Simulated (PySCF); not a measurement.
Input for PySCF: D3(BJ) and D4 dispersion corrections on C3H8O (SMILES CCCO).

```python
from pyscf import gto
from pyscf.dispersion import dftd3, dftd4

mol = gto.M(
    atom='''
    C    -1.31846145    0.51081731    0.12564831
    C    -0.24721129   -0.31782452   -0.57669031
    C     0.97420069   -0.58641205    0.29302023
    O     1.64306603    0.60312692    0.70565065
    H    -1.70058218   -0.01348782    1.00487772
    H    -0.91287770    1.46550950    0.46144613
    H    -2.16187127    0.71188496   -0.53690601
    H    -0.66037917   -1.28183211   -0.89127001
    H     0.07589322    0.18767346   -1.49461677
    H     0.67446496   -1.08200143    1.21883367
    H     1.66833713   -1.25575901   -0.22998281
    H     1.96542103    1.05830479   -0.08001080
    ''',
    basis='def2-svp',
    charge=0, spin=0, verbose=0, max_memory=1800)
d3, d4 = {}, {}
for xc in ['hf', 'pbe', 'blyp', 'revpbe', 'tpss', 'r2scan', 'b3lyp', 'pbe0', 'bhlyp', 'camb3lyp', 'b2plyp']:
    d3[xc] = float(dftd3.DFTD3Dispersion(mol, xc=xc, version='d3bj', atm=False).get_dispersion()['energy'])
    print(f'D3(BJ) {xc:10s} {d3[xc]:14.8f} Eh')
for xc in ['hf', 'pbe', 'blyp', 'revpbe', 'tpss', 'r2scan', 'b3lyp', 'pbe0', 'bhlyp', 'camb3lyp', 'b2plyp']:
    d4[xc] = float(dftd4.DFTD4Dispersion(mol, xc={'camb3lyp': 'cam-b3lyp'}.get(xc, xc), atm=True).get_dispersion()['energy'])
    print(f'D4     {xc:10s} {d4[xc]:14.8f} Eh')
```

Program output:

```
D3(BJ) hf            -0.05751205 Eh
D3(BJ) pbe           -0.00726709 Eh
D3(BJ) blyp          -0.01477153 Eh
D3(BJ) revpbe        -0.01920045 Eh
D3(BJ) tpss          -0.00887186 Eh
D3(BJ) r2scan        -0.00197162 Eh
D3(BJ) b3lyp         -0.01194518 Eh
D3(BJ) pbe0          -0.00601553 Eh
D3(BJ) bhlyp         -0.00888507 Eh
D3(BJ) camb3lyp      -0.00504230 Eh
D3(BJ) b2plyp        -0.00523548 Eh
D4     hf            -0.02542392 Eh
D4     pbe           -0.00641946 Eh
D4     blyp          -0.01459229 Eh
D4     revpbe        -0.02364123 Eh
D4     tpss          -0.00870444 Eh
D4     r2scan        -0.00162920 Eh
D4     b3lyp         -0.01018376 Eh
D4     pbe0          -0.00532164 Eh
D4     bhlyp         -0.00672375 Eh
D4     camb3lyp      -0.00524122 Eh
D4     b2plyp        -0.00446991 Eh
```

The run finished.

Cost: about 0.03 core-seconds (a rough figure).
